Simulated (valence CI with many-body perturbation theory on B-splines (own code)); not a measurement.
**Ladder of approximations for Cs XXXII**

Computed by relativistic CI+MBPT: six valence electrons over a frozen Dirac-Fock core [Ar], a basis of 7 s, 7 p, 8 d, 6 f, 4 g, 1 h functions for each j, with the one-electron correlation potential Σ1 (screened to all orders), the two-electron term Σ2, the three-electron term Σ3, Breit, model QED; selected single and double excitations, second order for the rest, scaled by the run's own slope (own B-spline code, finite nucleus).

No measured spectrum was set against this ion. As an estimate, large intervals hold to a few tenths of a per cent, small ones and those within an open d or f shell to about a per cent. Core correlation moves these levels by up to 8700 cm⁻¹, and in measured spectra 5 to 20 % of such shifts remained as error; rates that hang on mixing are uncertain with them. Among the levels kept, up to 980 cm⁻¹ of a level comes from second order outside the variational space, and about a tenth of that is noise between levels of different J, which matters for small intervals. Only levels of the ground parity were solved; by the run's estimate the other parity begins above the list, which can be wrong where configurations are misplaced.

Each rung adds one term. CI alone is the Dirac-Coulomb CI over the frozen core; QED comes last and gives the full result, which names the levels. Energies are above (3d3/2^4 3d5/2^2) J=4 on the same rung, in eV.

Levels are named by their leading jj configuration (3d3/2^4 stands for four electrons in 3d with j = 3/2), which in mixed levels can hold well under half, so a name can repeat and another be missing. Letters in brackets count levels of one name in rising energy.

```tsv
Level	CI alone	Σ1	Σ2	Σ3	Breit	QED	Full
(3d3/2^4 3d5/2^2) J=2	4.964	+0.0046	-0.3109	-0.1509	+0.2641	-0.0006	4.771
(3d3/2^3 3d5/2^3) J=3 [a]	11.186	+0.1031	+0.2350	+0.1194	-0.2727	+0.0437	11.415
(3d3/2^4 3d5/2^2) J=0	11.579	+0.0503	-0.1656	-0.0210	+0.2330	+0.0180	11.693
(3d3/2^3 3d5/2^3) J=1 [a]	14.007	+0.1085	+0.1348	+0.0315	-0.0861	+0.0448	14.241
(3d3/2^3 3d5/2^3) J=4 [a]	15.408	+0.0795	+0.1547	-0.0292	-0.2453	+0.0309	15.399
(3d3/2^3 3d5/2^3) J=5	20.346	+0.0981	+0.1900	-0.0768	-0.6534	+0.0373	19.941
(3d3/2^3 3d5/2^3) J=6	20.556	+0.1003	+0.4156	-0.2069	-0.9462	+0.0384	19.957
(3d3/2^3 3d5/2^3) J=2 [a]	23.926	+0.1111	-0.2678	-0.1811	-0.2191	+0.0410	23.410
(3d3/2^3 3d5/2^3) J=3 [b]	24.310	+0.1121	-0.1427	-0.0395	-0.3696	+0.0420	23.912
(3d3/2^2 3d5/2^4) J=2 [a]	27.067	+0.1783	+0.1262	-0.0353	-0.4446	+0.0736	26.966
(3d3/2^3 3d5/2^3) J=4 [b]	31.150	+0.1473	+0.0792	-0.1152	-0.5979	+0.0552	30.719
(3d3/2^3 3d5/2^3) J=1 [b]	31.714	+0.1346	-0.5559	+0.1852	-0.0955	+0.0496	31.431
(3d3/2^2 3d5/2^4) J=0 [a]	31.458	+0.1797	-0.0325	+0.0981	-0.1809	+0.0702	31.592
(3d3/2^3 3d5/2^3) J=2 [b]	32.445	+0.1484	-0.3161	+0.0062	-0.3493	+0.0561	31.990
(3d3/2^3 3d5/2^3) J=0	34.121	+0.0998	-1.0397	+0.1301	-0.1106	+0.0341	33.235
(3d3/2^2 3d5/2^4) J=4 [a]	33.763	+0.1954	+0.2653	-0.1065	-0.8102	+0.0781	33.385
(3d3/2^3 3d5/2^3) J=3 [c]	35.403	+0.1421	-0.5381	+0.1198	-0.2868	+0.0498	34.890
(3d3/2^2 3d5/2^4) J=5	36.047	+0.2122	+0.4303	-0.0938	-1.1423	+0.0844	35.538
(3d3/2^2 3d5/2^4) J=3 [a]	37.528	+0.1737	-0.2731	-0.0436	-0.5666	+0.0680	36.886
(3d3/2^2 3d5/2^4) J=6	39.136	+0.2133	+0.6295	-0.2438	-1.4346	+0.0834	38.383
(3d3/2^2 3d5/2^4) J=3 [b]	39.514	+0.2151	+0.0219	+0.0384	-0.7617	+0.0838	39.111
(3d3/2^2 3d5/2^4) J=1	44.166	+0.2174	-0.5303	-0.0009	-0.5262	+0.0835	43.410
(3d3/2^2 3d5/2^4) J=4 [b]	45.279	+0.2161	-0.1902	+0.0481	-0.9956	+0.0818	44.439
(3d3/2^2 3d5/2^4) J=2 [b]	45.539	+0.2145	-0.4649	-0.2352	-0.6924	+0.0814	44.443
(3d3/2 3d5/2^5) J=1	49.622	+0.2845	+0.1327	-0.1322	-0.6801	+0.1136	49.340
(3d3/2^2 3d5/2^4) J=2 [c]	52.081	+0.2230	-0.4123	-0.0227	-0.5457	+0.0824	51.405
(3d3/2^2 3d5/2^4) J=4 [c]	52.937	+0.2498	-0.1130	-0.0303	-0.9270	+0.0954	52.212
(3d3/2 3d5/2^5) J=4	60.792	+0.2866	-0.0766	-0.1887	-1.1258	+0.1096	59.797
(3d3/2 3d5/2^5) J=2	62.963	+0.3180	-0.3620	-0.0819	-1.0252	+0.1231	61.935
(3d3/2 3d5/2^5) J=3	63.539	+0.3255	-0.1355	-0.0177	-1.1031	+0.1263	62.735
(3d5/2^6) J=0	66.460	+0.3863	-0.0685	+0.1106	-1.1106	+0.1532	65.931
```

The middle columns are the shifts that each term adds.

Task: How does the ionisation energy move along the ladder, and which term matters most?

Result: CI alone 1921.6, + Σ1 1923.8, + Σ2 1935.8, + Σ3 1936.2, + Breit 1935.5, + QED 1935.6 eV. The largest step is Σ2, 12.0 eV. NIST lists 1936 ± 4 eV (theoretical).
